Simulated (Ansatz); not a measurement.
Computed with Ansatz on PBE0-D4/def2-TZVP structures; ΔE is electronic, products minus reactants. CCSD(T)/CBS adds triple-zeta CCSD(T) − MP2 to the extrapolated MP2 energy (def2 sets, frozen cores). DFT in def2-TZVPP. B3LYP here is the variant with VWN-RPA as its local correlation; programs differ in this. One conformer a species, not always the lowest.

Reaction (cleavage of the Si–Si bond): `C[SiH2][SiH]1[CH2][AlH]1` + `CN[SiH3]` → `C[SiH2]N(C)[SiH3]` + `[CH2]1[AlH][SiH2]1`

`C[SiH2][SiH]1[CH2][AlH]1`:

Z-matrix (Å, degrees):
```
C
Si 1 1.879
H 1 1.092 2 110.7
H 1 1.092 2 110.6 3 -119.7
H 1 1.093 2 110.8 3 120.2
Si 2 2.326 1 113.8 3 56.7
H 2 1.495 1 109.4 3 -61.9
H 2 1.491 1 110.0 3 -179.3
Al 6 2.326 2 116.7 1 -133.3
C 6 1.941 2 111.6 1 -74.5
H 6 1.492 2 113.8 1 59.1
H 9 1.581 6 164.7 2 -79.8
H 10 1.090 6 118.3 2 16.4
H 10 1.096 6 112.3 2 144.8
```

`CN[SiH3]`:

```xyz
10

C    -0.165   -0.004   -1.388
N     0.341   -0.542   -0.143
Si   -0.016    0.147    1.387
H    -0.216   -0.780   -2.156
H    -1.184    0.364   -1.238
H     0.430    0.829   -1.785
H     1.214   -1.033   -0.242
H    -1.494    0.225    1.540
H     0.510    1.531    1.603
H     0.579   -0.738    2.422
```

`C[SiH2]N(C)[SiH3]`:

```xyz
16

C     1.699    0.616    1.535
Si    0.883    0.902   -0.120
N    -0.439   -0.179   -0.395
C    -0.127   -1.598   -0.553
Si   -2.074    0.286   -0.680
H     2.544    1.299    1.661
H     2.083   -0.403    1.625
H     0.994    0.787    2.352
H     1.916    0.723   -1.184
H     0.343    2.284   -0.200
H     0.796   -1.860   -0.027
H     0.001   -1.879   -1.605
H    -0.920   -2.224   -0.131
H    -2.488    0.067   -2.097
H    -2.982   -0.541    0.164
H    -2.230    1.722   -0.344
```

`[CH2]1[AlH][SiH2]1`:

Cartesian coordinates in Å:
```
C 0.409 -0.252 0.781
Al 1.115 0.398 -0.917
Si -1.116 0.061 -0.349
H 0.611 -1.326 0.882
H 0.453 0.209 1.767
H 2.471 0.762 -1.646
H -1.918 1.238 0.085
H -2.025 -1.091 -0.603
```

```
             level  ΔE (kJ/mol)  difference from CCSD(T)/CBS
            PBE-D4        -25.7                         19.3
         r2SCAN-D4        -37.6                          7.4
           PBE0-D4        -31.1                         13.9
          B3LYP-D4        -44.0                          1.0
           ωB97X-V        -44.0                          1.0
           ωB97M-V        -49.1                         -4.1
            B2PLYP        -44.5                          0.5
               PBE        -22.4                         22.6
            r2SCAN        -36.7                          8.3
              PBE0        -28.4                         16.6
             B3LYP        -38.9                          6.1
     HF/def2-TZVPP        -54.8                         -9.8
    MP2/def2-TZVPP        -50.6                         -5.6
SCS-MP2/def2-TZVPP        -52.5                         -7.5
   CCSD/def2-TZVPP        -47.7                         -2.7
CCSD(T)/def2-TZVPP        -45.9                         -0.9
     HF/def2-QZVPP        -56.3                        -11.3
    MP2/def2-QZVPP        -50.7                         -5.7
SCS-MP2/def2-QZVPP        -52.5                         -7.5
      HF/CBS(def2)        -56.5                        -11.5
     MP2/CBS(def2)        -49.8                         -4.8
    CCSD/CBS(def2)        -46.9                         -1.9
       CCSD(T)/CBS        -45.0                            0
```

Largest T1 diagnostic among the species: 0.013.

From PBE to PBE0 (25 % exact exchange), in def2-TZVPP and without D4, ΔE moves by −6.0 kJ/mol. In def2-TZVPP, CCSD(T) changes the Hartree–Fock value by +8.9 kJ/mol (the triples alone add +1.8 kJ/mol) and MP2 by +4.2 kJ/mol. The D4 term adds −5.1 kJ/mol with B3LYP and −2.6 kJ/mol with PBE0; it sums over pairs of atoms, weighted by their polarisabilities, and B3LYP, whose exchange is more repulsive, gets the larger term.
